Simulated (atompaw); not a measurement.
What one change does to a pseudopotential (Cr (Z = 24), PAW (atompaw))

- Element: chromium (Cr)
- Generator: atompaw 4.2.0.5
- Type: PAW
- Functional: PBEsol
- Relativity: scalar-relativistic
- Frozen core: [Ar]
- Valence charge: 6
- Reference configuration: 3d4 4s0 4p0 (charge +2)
- Partial waves: 4s (bound, empty): rc 2.55 bohr; 4s channel at -0.6 Ry: rc 2.55 bohr; 4p (bound, empty): rc 2.20 bohr; 4p channel at -0.25 Ry: rc 2.20 bohr; 3d (bound): rc 2.55 bohr; 3d channel at -0.05 Ry: rc 2.20 bohr
- Local potential: bessel scheme, radius 1.90 bohr
- Core correction: smooth core density matched at 1.60 bohr
- Augmentation charge: besselshape compensation charge, radius 2.10 bohr; PAW radius 2.55 bohr; waves and projectors: custom rrkj gramschmidtortho

Change: wave 3d channel at -0.05 Ry: rc 2.20 bohr becomes 3d channel at -0.05 Ry: rc 1.42 bohr.

Cutoffs: the cutoffs (Ry, on a coarse ladder) from which the occupation-weighted sum of valence levels, in a spherical-Bessel basis at the reference potential, stays within 10 and 1 mRy of its value at 400 Ry; they do not see the model core or the augmentation charge, which bear on the density cutoff.

Q: What does the change do?

A: The potential gets softer (15 Ry and 21 Ry → 15 Ry and 18 Ry); the range in which the d phases agree widens (upper end 0.7 → 4.3); neither file shows a bound ghost.

| quantity | base | changed |
| --- | --- | --- |
| cutoff, loose | 15 Ry | 15 Ry |
| cutoff, tight | 21 Ry | 18 Ry |
| bound ghosts | none | none |
| s: phases at 2.57 bohr within 0.05 rad from the reference energy up to (Ry; the scan ends near 5) | 2.4 | 2.4 |
| p: phases at 2.57 bohr within 0.05 rad from the reference energy up to (Ry; the scan ends near 5) | 3.5 | 3.5 |
| d: phases at 2.57 bohr within 0.05 rad from the reference energy up to (Ry; the scan ends near 5) | 0.7 | 4.3 |
| lowest overlap eigenvalue by channel | s 0.41, p 0.69, d 1.00 | s 0.41, p 0.69, d 0.87 |

 The cutoffs see the waves, projectors and local potential, not the compensation charge or the core.
